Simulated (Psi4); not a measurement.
A dimer, H2O ··· HBr (SMILES O and Br); the first 3 atoms form monomer A.

```
5

O     -0.0006     0.3896     0.0000
H     -0.7647    -0.1959     0.0000
H      0.7653    -0.1937     0.0000
Br     3.0495     1.6418    -0.7721
H      1.6354     1.7591    -0.6421
```

Problem. What interaction energy does SAPT0/jun-cc-pVDZ, frozen core in Psi4 give, and which attractive term is the largest?

Solution. Total -11.57 kJ/mol: electrostatics -20.67, exchange 19.15, induction -4.74, dispersion -5.31. The most attractive term is electrostatics.
